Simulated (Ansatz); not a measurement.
Reaction (ligand exchange at the Si–O bond): `OB([SiH3])O[SiH3]` + `[CH3][AlH][SH]` → `[CH3][AlH][S][SiH3]` + `OB(O)[SiH3]`

Calculated with Ansatz (gas phase, PBE0-D4/def2-TZVP geometries, no zero-point term in ΔE). CBS: MP2 limit from def2 TZ/QZ plus the TZ coupled-cluster correction, frozen cores. This one scheme is used for every species. Functionals use def2-TZVPP. Each species was taken in one conformer, which may not be the lowest.

`OB([SiH3])O[SiH3]`:

```xyz
12

O    -0.188    2.073   -1.186
B    -0.103    0.905   -0.500
Si   -1.505    0.550    0.938
O     0.908    0.040   -0.807
Si    1.382   -1.440   -0.253
H     0.513    2.158   -1.845
H    -0.858    0.362    2.267
H    -2.259   -0.701    0.638
H    -2.475    1.671    1.040
H     2.768   -1.324    0.261
H     1.343   -2.397   -1.384
H     0.475   -1.898    0.831
```

`[CH3][AlH][SH]`:

Cartesian coordinates in Å:
```
C -0.134 0.681 -1.178
Al 0.385 -0.335 0.395
S -1.125 -0.700 1.936
H 0.475 1.586 -1.274
H -1.183 0.984 -1.154
H 0.028 0.098 -2.090
H 1.836 -0.923 0.641
H -0.283 -1.390 2.724
```

`[CH3][AlH][S][SiH3]`:

Z-matrix (Å, degrees):
```
C
Al 1 1.946
H 1 1.093 2 111.3
H 1 1.095 2 111.0 3 120.0
H 1 1.094 2 111.8 3 -120.9
S 2 2.191 1 121.1 3 174.3
H 2 1.582 1 124.7 3 -6.1
Si 6 2.134 2 100.4 1 -0.2
H 8 1.484 6 107.0 2 177.6
H 8 1.486 6 111.6 2 58.3
H 8 1.486 6 111.6 2 -63.2
```

`OB(O)[SiH3]`:

```xyz
9

O    -0.313    1.366   -1.011
B    -0.177    0.091   -0.547
O    -0.425   -1.024   -1.294
Si    0.435   -0.188    1.371
H    -0.601    1.451   -1.925
H    -0.710   -0.871   -2.200
H     0.612    1.103    2.088
H    -0.555   -1.010    2.121
H     1.734   -0.918    1.398
```

CCSD(T)/CBS gives +9.1 kcal/mol.

Q: Another level gave +8.6 kcal/mol. Which?
A. HF/def2-TZVPP
B. PBE0-D4/def2-TZVPP
C. SCS-MP2/def2-TZVPP
D. r2SCAN/def2-TZVPP

A: D. r2SCAN 8.6, PBE0-D4 6.9, SCS-MP2/def2-TZVPP 10.4, HF/def2-TZVPP 13.3 kcal/mol.

Largest T1 diagnostic among the species: 0.014.

In def2-TZVPP, CCSD(T) changes the Hartree–Fock value by −3.5 kcal/mol (the triples alone add −0.7 kcal/mol) and MP2 by −4.4 kcal/mol.
